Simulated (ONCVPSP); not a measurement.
**u(r) = r·R(r): atom against pseudo-atom (Hf (Z = 72))**

Columns: radius, all-electron u(r) and pseudo u(r) of the 5d shell (level -2.30 eV) of hafnium in the configuration [Kr] 4d10 4f14 5s2 5p6 5d2.5 6s1.5; PBE, scalar-relativistic, ONCV scheme, ONCVPSP 4.0.1.

```tsv
r (bohr)	all-electron	pseudo
0.150	0.1484	0.0026
0.300	-0.1760	0.0195
0.450	-0.2506	0.0611
0.600	-0.0935	0.1305
0.750	0.1169	0.2230
0.900	0.3016	0.3280
1.050	0.4407	0.4321
1.200	0.5360	0.5228
1.350	0.5954	0.5914
1.500	0.6277	0.6346
1.650	0.6405	0.6537
1.800	0.6396	0.6537
1.950	0.6294	0.6406
2.100	0.6132	0.6202
2.250	0.5932	0.5967
2.400	0.5710	0.5723
2.550	0.5475	0.5479
2.700	0.5236	0.5237
2.850	0.4997	0.4997
3.000	0.4760	0.4760
3.150	0.4527	0.4526
3.300	0.4299	0.4298
3.450	0.4077	0.4077
3.600	0.3862	0.3862
3.750	0.3654	0.3654
3.900	0.3455	0.3454
```

How many radial nodes do the two functions have?

The all-electron 5d function has n − l − 1 = 2; the pseudo-wave has 0, since the states of the same l below it are removed with the core.

At about which radius was the pseudo-wave matched?

3.00 bohr. The columns agree to 0.0005 from 2.55 bohr on; several derivatives are matched, so the curves merge somewhat inside the radius.

Is the pseudo-wave norm-conserving?

Yes: the ONCV scheme keeps the norm inside the radius equal to the all-electron one, which fixes the energy derivative of the logarithmic derivative at the level.
